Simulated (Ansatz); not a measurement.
## Ansatz (development build ahead of 0.2.0) run

```yaml
crystal:
  periodic: [false, false, false]
  atoms:
    - { symbol: Sc, position_ang: [0.0, 0.0, 0.0] }
    - { symbol: H, position_ang: [0.0, 1.72199, 0.80297] }
    - { symbol: H, position_ang: [0.0, -1.72199, 0.80297] }
basis:
  gaussian: { orbitals: pcseg-2 }
magnetization:
  initial_magnetization: 1
hamiltonian:
  xc: r2scan
```

The input is written out in the form of the current development build from the run's settings.

Output:

- Converged: yes
- Total energy: -761.77655 hartree
- Spin squared of the determinant: 0.750
- Stability test: minimum among restricted orbitals
